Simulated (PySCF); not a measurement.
## Energy of Pb (lead, neutral) between two integer charges

The 6p alpha orbital of [Xe] 4f14 5d10 6s2 6p2 is emptied in steps (occupation f), with all orbitals relaxed, ending at [Xe] 4f14 5d10 6s2 6p1. Computed with PySCF 2.14 in aug-cc-pVDZ-PP with ECP60MDF (5s4p3d, 32 functions), with scalar relativity through the core potential. The exact energy is a straight line in f; departures are measured from the line between the end points of the same method.

Among UHF, LDA, PBE, PBE0, r2SCAN, LC-wPBE, BHandHLYP, wB97X, MN15, r2SCAN0, which shows the largest delocalisation error (convex curve), and which is closest to linear?

Most convex: LDA (-0.806 eV at f = 0.5); closest to linear: LC-wPBE (0.013 eV).

| f | UHF (eV) | LDA (eV) | PBE (eV) | PBE0 (eV) | r2SCAN (eV) | LC-wPBE (eV) | BHandHLYP (eV) | wB97X (eV) | MN15 (eV) | r2SCAN0 (eV) |
| --- | --- | --- | --- | --- | --- | --- | --- | --- | --- | --- |
| 1 | 0.000 | 0.000 | 0.000 | 0.000 | 0.000 | 0.000 | 0.000 | 0.000 | 0.000 | 0.000 |
| 0.75 | 0.065 | -0.600 | -0.580 | -0.419 | -0.541 | 0.008 | -0.277 | -0.045 | -0.334 | -0.395 |
| 0.5 | 0.084 | -0.806 | -0.779 | -0.559 | -0.713 | 0.013 | -0.372 | -0.063 | -0.436 | -0.517 |
| 0.25 | 0.061 | -0.608 | -0.587 | -0.419 | -0.526 | 0.013 | -0.280 | -0.050 | -0.317 | -0.379 |
| 0 | 0.000 | 0.000 | 0.000 | 0.000 | 0.000 | 0.000 | 0.000 | 0.000 | 0.000 | 0.000 |

| method | E(f=0) − E(f=1) (eV) | −ε at f=1 (eV) | −ε at f=0.5 (eV) |
| --- | --- | --- | --- |
| UHF | 6.574 | 6.932 | 6.565 |
| LDA | 7.171 | 4.007 | 7.148 |
| PBE | 6.984 | 3.917 | 6.966 |
| PBE0 | 7.020 | 4.793 | 7.020 |
| r2SCAN | 7.100 | 4.200 | 7.142 |
| LC-wPBE | 7.074 | 7.106 | 7.089 |
| BHandHLYP | 6.909 | 5.438 | 6.902 |
| wB97X | 6.765 | 6.539 | 6.751 |
| MN15 | 7.054 | 5.252 | 7.096 |
| r2SCAN0 | 7.135 | 5.006 | 7.180 |

Reference removal energy between the ground levels: 7.417 eV (measured; NIST Atomic Spectra Database, ionization energies). The calculation has no spin-orbit coupling. UHF lacks correlation.
